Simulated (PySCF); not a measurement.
# BeBr₂: adding exact exchange

Base calculation in PySCF with density fitting and no spin–orbit coupling, PBE/def2-TZVP (no relativity): singlet, D∞h, Be–Br 1.961 Å (×2); wavenumbers 211 (×2), 235, 980 cm⁻¹; gap between the highest occupied and lowest empty levels 6.24 eV, polar-tensor charge of Be 0.88 e, atomisation energy (no zero-point energy) 829 kJ/mol.

Q: What changes on going to PBE0/def2-TZVP (no relativity)?

A: The point group stays the same. Changes: mean bond to Be -0.008 Å, highest wavenumber +23 cm⁻¹, lowest wavenumber +2 cm⁻¹, gap between the highest occupied and lowest empty levels +2.04 eV, polar-tensor charge of Be +0.06 e, atomisation energy (no zero-point energy) -7 kJ/mol. The new structure has Be–Br 1.953 Å (×2), with wavenumbers 213 (×2), 240, 1003 cm⁻¹. Exact exchange shortens and stiffens the bonds and opens the gap, the usual pattern.

Only the bonding shown was studied: isomers, or loss of a ligand pair, can lie lower.
